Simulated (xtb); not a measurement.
Ge(I)(Me) (CH₃GeI), SMILES [CH3][Ge][I] (connectivity only; charge and spin as stated), neutral, multiplicity 1. All values are semi-empirical tight-binding results from xtb (GFN2-xTB unless named), good for trends rather than for accurate numbers. Geometry optimised at GFN2-xTB.

Optimised geometry:

Bond lengths (Å): Ge1–I2 2.567, Ge1–C3 2.035, C3–H4 1.091, C3–H5 1.092, C3–H6 1.092. Bond angles (°): I2–Ge1–C3 97.0, Ge1–C3–H4 111.3, Ge1–C3–H5 111.4, Ge1–C3–H6 111.0, H4–C3–H5 107.8, H4–C3–H6 107.8, H5–C3–H6 107.4.

For metal compounds this method's bond lengths and energies can be far off.

The point group as xtb finds it is Cs. The orbital gap is 2.92 eV, the zero-point energy is 22.0 kcal/mol and the G − E(el) at 298.15 K (modified RRHO) comes out as 2.5 kcal/mol.

Q: Give the atomic charges and the Wiberg bond orders between heavy atoms. (The exact figures need the calculation; the answer reports its results.)

A: charges (e) Ge1 0.29, I2 -0.21, C3 -0.20, H4 0.02, H5 0.05, H6 0.04. Bond orders Ge1–I2 1.23, Ge1–C3 1.08.
